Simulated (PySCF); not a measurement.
GeH₆O₂Si, SMILES O[SiH2][GeH2][OH].

Geometry optimised at B3LYP-D3(BJ)/def2-SVP. The structure was generated by enumeration, and PubChem lists no compound with its InChIKey, so it may never have been made. The values are those of a single conformer.

These are PBE/def2-TZVP in PySCF values and carry that method's errors.

Symmetry labels are those of the subgroup Cs that the program uses (full group Cs).

Computed valence orbital energies around the gap with their symmetry:
```tsv
orbital	symmetry	energy (eV)
HOMO−7	A'	-11.03
HOMO−6	A"	-9.29
HOMO−5	A'	-8.97
HOMO−4	A"	-8.67
HOMO−3	A'	-8.36
HOMO−2	A"	-7.23
HOMO−1	A"	-6.93
HOMO	A'	-6.87
LUMO	A'	-1.66
LUMO+1	A'	-0.41
LUMO+2	A"	-0.14
LUMO+3	A'	0.16
```
